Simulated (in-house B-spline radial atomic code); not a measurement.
Configurations of Cd³⁺, with energies counted from [Kr] (4d3/2)4 (4d5/2)5. Level of theory: Dirac-Hartree-Fock, average of each configuration as written, Fermi nucleus of rms radius 4.6087 fm; calculated with a B-spline radial code for spherical atoms. Energies include first-order Breit, QED and recoil terms.

Occupations are held fixed; configurations that lie above the ionisation limit could autoionise.

| configuration | E - E(ref) (eV) | highest orbital | its <r> (bohr) |
| --- | --- | --- | --- |
| [Kr] (4d3/2)3 (4d5/2)6 | 0.69946 | 4d5/2 | 1.196 |
| [Kr] (4d3/2)4 (4d5/2)4 6s1 | 33.841 | 6s1/2 | 4.581 |
| [Kr] (4d3/2)4 (4d5/2)4 (7p1/2)1 | 42.422 | 7p1/2 | 8.379 |
| [Ar] 3d10 4s2 (4p1/2)2 (4p3/2)3 (4d3/2)4 (4d5/2)5 (6d3/2)1 | 103.3 | 6d3/2 | 6.617 |
| [Ar] 3d10 4s2 (4p1/2)2 (4p3/2)3 (4d3/2)4 (4d5/2)5 (6g9/2)1 | 108.52 | 6g9/2 | 10.98 |
| [Ar] 3d10 4s2 (4p1/2)2 (4p3/2)3 (4d3/2)3 (4d5/2)6 (7f7/2)1 | 111.49 | 7f7/2 | 15.38 |
| [Ar] (3d3/2)4 (3d5/2)5 4s2 4p6 (4d3/2)3 (4d5/2)6 (8f7/2)1 | 447.47 | 8f7/2 | 20.79 |

(1) Order these further configurations by energy, lowest first.
A. [Kr] (4d3/2)2 (4d5/2)6 (7g7/2)1
B. [Kr] (4d3/2)3 (4d5/2)5 (5f5/2)1
C. [Kr] (4d3/2)2 (4d5/2)6 (7f7/2)1
D. [Kr] (4d3/2)4 (4d5/2)4 (8f5/2)1
E. [Ar] 3d10 4s2 (4p1/2)1 (4p3/2)4 (4d3/2)3 (4d5/2)6 (8p3/2)1

(2) How far above the reference does [Ar] 3d10 4s2 (4p1/2)2 (4p3/2)3 (4d3/2)3 (4d5/2)6 (8g9/2)1 lie?

(3) How far above the reference does [Ar] (3d3/2)4 (3d5/2)5 4s2 4p6 4d10 lie?

Results:

(1) B (43.577 eV), D (48.358 eV), C (48.633 eV), A (48.947 eV), E (114.04 eV).

(2) 112.86 eV; its least bound orbital is 8g9/2 with <r> = 21.46 bohr.

(3) 395.66 eV; its least bound orbital is 4d5/2 with <r> = 1.154 bohr.
